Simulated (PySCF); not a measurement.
One of the candidates below gave these computed data.

All candidates are C3H7FSi.

| technique | computed result |
| --- | --- |
| Polarisability | 66.0 au [CAM-B3LYP/def2-SVPD] |
| UV, first state | lowest singlet excitation: 6.74 eV (184 nm, f = 0.007) [TDDFT CAM-B3LYP/def2-SVPD] |
| Valence photoelectron | vertical ionisation energy: 10.15 eV [ΔSCF CAM-B3LYP/def2-SVPD] |
| Triplet | lowest triplet excitation (Tamm–Dancoff): 4.21 eV [TDA CAM-B3LYP/def2-SVPD] |
| UV, strongest line | among the 10 lowest singlet transitions: S2 at 7.09 eV (175 nm, f = 0.425) [TDDFT CAM-B3LYP/def2-SVPD] |
| Dipole | 1.67 D [CAM-B3LYP/def2-SVPD] |
| 13C NMR | chemical shifts (computed TMS as zero) by class: 150.7 (1 C), 146.9 (1 C), 81.8 (1 C) ppm [GIAO CAM-B3LYP/pcSseg-2] |
| 1H NMR | chemical shifts (computed TMS as zero) by class: 6.72 (1 H), 6.47 (1 H), 6.32 (1 H), 4.61 (2 H), 4.30 (2 H) ppm [GIAO CAM-B3LYP/pcSseg-2] |
| Rotational structure | rotational constants A, B, C: 7.693, 2.041, 1.786 GHz [PBE0-D3(BJ)/def2-SVP] |
| XPS | Si2p3/2 106.7, C1s 290.3, C1s 290.6, C1s 292.4, F1s 692.3, Si1s 1846.4 eV [ΔSCF SCAN, pcX-2 on the ionised atom, pcseg-1 elsewhere, spin-free X2C, 2p3/2 from a spin–orbit splitting computed afterwards within the 2p shell] |

The electronic properties come from PySCF, for the isolated species, density fitting. Levels stand in brackets. Isolated species at its PBE0-D3(BJ)/def2-SVP geometry (one conformer only). NMR values are class means; diastereotopic atoms form classes of their own.

Problem. Which candidate is it?
A. `C=C[SiH2]CF`
B. `F[C@@H]1C[C@@H]1[SiH3]`
C. `F[SiH2]C1CC1`
D. `C/C([SiH3])=C\F`
E. `F[C@H]1CC[SiH2]1`

Solution. A. It is `C=C[SiH2]CF`. Numbering: `[CH2:1]=[CH:2][SiH2:3][CH2:4][F:5]`. Its formula, C3H7FSi, gives 1 degree of unsaturation: 0 rings and 1 π bond in the structure found. 3 carbons fall into 3 classes; from least to most shielded: terminal =CH2 carbon [C1] (150.7 ppm), alkene CH carbon [C2] (146.9 ppm), sp3 C–F carbon [C4] (81.8 ppm). Hydrogen classes from least to most shielded: 1 H on an alkene CH carbon, C2 (6.72 ppm), 1 H on a terminal =CH2 carbon, C1 (6.47 ppm), 1 H on a terminal =CH2 carbon, C1 (6.32 ppm), 2 H on an sp3 C–F carbon, C4 (4.61 ppm), 2 H on an SiH2 silicon, Si3 (4.30 ppm). The core levels belong to: Si2p3/2 106.7 eV, SiH2 silicon [Si3]; C1s 290.3 eV, alkene CH carbon [C2]; C1s 290.6 eV, terminal =CH2 carbon [C1]; C1s 292.4 eV, sp3 C–F carbon [C4]; F1s 692.3 eV, alkyl fluorine [F5]; Si1s 1846.4 eV, SiH2 silicon [Si3]. The first electron is taken from the HOMO, whose largest Löwdin shares are 0.31 on the terminal =CH2 carbon, 0.31 on the alkene CH carbon, 0.10 on the sp3 C–F carbon and 0.09 on the SiH2 silicon. The optimised geometry has point group C1 and is an asymmetric top.

The others, at the same levels:
- `F[SiH2]C1CC1` fails: its computed core binding energies are Si2p3/2 107.7, C1s 290.5, C1s 291.0 (×2), F1s 692.0, Si1s 1847.6 eV, lowest singlet excitation is 7.76 eV (160 nm, f = 0.007) (against 6.74 eV) and vertical ionisation energy is 10.80 eV (against 10.15 eV).
- `F[C@H]1CC[SiH2]1` fails: its computed lowest singlet excitation is 6.90 eV (180 nm, f = 0.024) (against 6.74 eV), lowest triplet excitation (Tamm–Dancoff) is 6.36 eV (against 4.21 eV) and strongest line among the 10 lowest singlet transitions is S8 at 8.37 eV (148 nm, f = 0.077) (against S2 at 7.09 eV).
- `F[C@@H]1C[C@@H]1[SiH3]` fails: its computed core binding energies are Si2p3/2 106.7, C1s 290.6, C1s 291.0, C1s 293.1, F1s 692.6, Si1s 1846.5 eV, lowest singlet excitation is 7.84 eV (158 nm, f = 0.008) (against 6.74 eV) and vertical ionisation energy is 10.61 eV (against 10.15 eV).
- `C/C([SiH3])=C\F` fails: its computed core binding energies are Si2p3/2 106.8, C1s 290.3, C1s 291.0, C1s 292.6, F1s 692.9, Si1s 1846.6 eV, vertical ionisation energy is 9.62 eV (against 10.15 eV) and rotational constant A is 7.022 GHz (against 7.693 GHz).

Each candidate is one conformer, not necessarily the lowest. The conformers computed, where there is a choice (atom-mapped SMILES and torsion angles):
- `[CH2:1]=[CH:2][SiH2:3][CH2:4][F:5]`: C1–C2–Si3–C4 123°, C2–Si3–C4–F5 60°
- `[F:1][SiH2:2][CH:3]1[CH2:4][CH2:5]1`: F1–Si2–C3–C4 151°
